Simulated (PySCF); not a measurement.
Structure with atom numbers: `[CH3:1][CH2:2][c:3]1[n:4][o:5][cH:6][c:7]1[O:8][SiH3:9]`; H(Xn) means a hydrogen on atom n.

Fast rotation and ring inversion assumed for equivalent nuclei, no relativistic terms, a single conformation, in vacuum. PBE0/pcSseg-1 with gauge-including orbitals; geometry: GFN2-xTB; PySCF.

Shifts are taken against calculated references (same method and geometry level): TMS for 13C (186.93 ppm).

Do the 13C shifts follow the atomic charges (in e)? Tabulate both.

## Answers


```
atoms  hybridisation  δ (ppm)  σ para (ppm)  Hirshfeld    IAO  Mulliken  ESP-fitted
   C3            sp2    161.8          -229      +0.03  +0.09     +0.04       +0.37
   C7            sp2    148.1          -211      +0.04  +0.11     +0.08       -0.01
   C6            sp2    146.3          -216      -0.01  -0.05     +0.20       -0.07
   C2            sp3     22.4           -81      -0.06  -0.26     -0.14       +0.03
   C1            sp3     14.8           -76      -0.12  -0.42     -0.29       -0.10
```

Correlation coefficients of δ with charge over these carbons: Hirshfeld +0.93, IAO +0.95, Mulliken +0.90, ESP-fitted +0.46; with the paramagnetic shielding -1.00. With so few points, grouped by hybridisation, these coefficients are fragile. Charge is one influence among several: hybridisation and low-lying excitations act through the paramagnetic term.

Shifts are as computed. Against solution values, carbons near 30 ppm lie about +3 ppm off and those near 130 ppm about +5 ppm. Of 1309 compounds with measured shifts, 239 miss one by over three times the rms of a fit or turn the order of signals round; such compounds aren't used in these exercises.
